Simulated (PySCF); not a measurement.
# C₅H₉FN₂Si: full NMR table

```
Formula                               : C5H9FN2Si
SMILES                                : C[SiH2]n1ncc(F)c1C
Point group of the computed structure : Cs
Degrees of unsaturation               : 3
Carbon signals                        : 5
Proton signals                        : 4
```

Molfile (atoms numbered from 1):
```
C5H9FN2Si
     RDKit          3D

 18 18  0  0  0  0  0  0  0  0999 V2000
    2.7215   -0.3894   -0.9643 C   0  0  0  0  0  0  0  0  0  0  0  0
    1.3244   -0.9327    0.1769 Si  0  0  0  0  0  4  0  0  0  0  0  0
   -0.0189    0.1679   -0.1371 N   0  0  0  0  0  0  0  0  0  0  0  0
    0.1321    1.1403   -1.0541 N   0  0  0  0  0  0  0  0  0  0  0  0
   -0.9935    1.8129   -1.1002 C   0  0  0  0  0  0  0  0  0  0  0  0
   -1.9036    1.2624   -0.1855 C   0  0  0  0  0  0  0  0  0  0  0  0
   -3.1601    1.6770    0.0550 F   0  0  0  0  0  0  0  0  0  0  0  0
   -1.2573    0.2092    0.4194 C   0  0  0  0  0  0  0  0  0  0  0  0
   -1.7169   -0.7387    1.4627 C   0  0  0  0  0  0  0  0  0  0  0  0
    3.5957   -1.0195   -0.8344 H   0  0  0  0  0  0  0  0  0  0  0  0
    3.0099    0.6384   -0.7654 H   0  0  0  0  0  0  0  0  0  0  0  0
    2.4148   -0.4433   -2.0047 H   0  0  0  0  0  0  0  0  0  0  0  0
    1.6378   -0.8019    1.6046 H   0  0  0  0  0  0  0  0  0  0  0  0
    0.8268   -2.2840   -0.1061 H   0  0  0  0  0  0  0  0  0  0  0  0
   -1.1228    2.6457   -1.7606 H   0  0  0  0  0  0  0  0  0  0  0  0
   -1.0819   -0.6731    2.3452 H   0  0  0  0  0  0  0  0  0  0  0  0
   -1.6763   -1.7627    1.0935 H   0  0  0  0  0  0  0  0  0  0  0  0
   -2.7403   -0.5022    1.7433 H   0  0  0  0  0  0  0  0  0  0  0  0
  1  2  1  0
  2  3  1  0
  3  4  1  0
  4  5  2  0
  5  6  1  0
  6  7  1  0
  6  8  2  0
  8  9  1  0
  8  3  1  0
  1 10  1  0
  1 11  1  0
  1 12  1  0
  2 13  1  0
  2 14  1  0
  5 15  1  0
  9 16  1  0
  9 17  1  0
  9 18  1  0
M  END
```

Theoretical values (PySCF 2.14.0 with density-fitted response routines): geometry: GFN2-xTB, shieldings: GIAO PBE0/pcSseg-1. Non-relativistic, a single conformation, rapidly exchanging positions averaged, in vacuum.

Chemical shifts δ = σref − σ; TMS for 1H (σref 31.72), 13C (σref 186.93), 29Si (σref 349.16); CFCl3 for 19F (σref 170.95); NH3 for 15N (σref 267.73), all at this level.

| carbon | δC, type | δH (multiplicity) | HMBC from (2–3 bonds) | span of the C tensor (ppm) |
| --- | --- | --- | --- | --- |
| C1 | -6.2, CH3 | 0.82 (t) | H13/H14 | 12 |
| C5 | 135.0, CH | 7.60 (m) | – | 162 |
| C6 | 159.8, C | – | H15, H16/H17/H18 | 85 |
| C8 | 134.0, C | – | H15, H13/H14, H16/H17/H18 | 150 |
| C9 | 9.4, CH3 | 2.47 (s) | – | 24 |

Other nuclei:
```json
{"atoms": "H13/H14", "nucleus": "1H", "environment": "hydrogen on a silicon bonded to C, N", "δ (ppm)": "5.21", "σ (ppm)": "26.50"}
{"atoms": "F7", "nucleus": "19F", "environment": "aryl fluorine", "δ (ppm)": "-192.6", "σ (ppm)": "363.6"}
{"atoms": "Si2", "nucleus": "29Si", "environment": "silicon bonded to C, N, 2 H", "δ (ppm)": "-28.8", "σ (ppm)": "378.0"}
{"atoms": "N4", "nucleus": "15N", "environment": "pyridine-type nitrogen of an azole", "δ (ppm)": "341.0", "σ (ppm)": "-73.2"}
{"atoms": "N3", "nucleus": "15N", "environment": "pyrrole-type ring nitrogen", "δ (ppm)": "215.9", "σ (ppm)": "51.9"}
```

Carbon types of the structure: 2 × C, 1 × CH, 2 × CH3, leaving 2 H on heteroatoms. δC 159.8: aromatic carbon bearing fluorine; σ withdrawal by the attached heteroatom moves it downfield of the ring CH carbons. δC 135.0: aromatic CH next to a ring nitrogen. δC 134.0: substituted aromatic carbon next to a ring nitrogen. δC 9.4: methyl carbon on an aromatic ring; saturated and bonded to C and H only. δC -6.2: methyl carbon bonded to Si; an electropositive neighbour leaves it electron-rich and shielded.

Splittings by 19F in the carbon and heteronuclear signals aren't shown, as no couplings were computed. Shifts are as computed. Against solution values, carbons near 30 ppm lie about +3 ppm off and those near 130 ppm about +5 ppm. Of 1309 compounds with measured shifts, 239 miss one by over three times the rms of a fit or turn the order of signals round; such compounds aren't used in these exercises. Unscaled 19F shifts against computed CFCl3 carry errors that often reach 10 to 50 ppm. Experimental scales use liquid or dissolved standards, which lie at an offset from isolated NH3 (liquid NH3: subtract about 20 ppm). Unscaled 15N shifts of sp2 nitrogen come out 20 to 40 ppm too high even then. No couplings were computed; multiplicities are counted from neighbouring protons, with m where these are inequivalent, close in shift, in a saturated or five-membered ring or joined by F or P, and br s for small geminal =CH2 splittings.
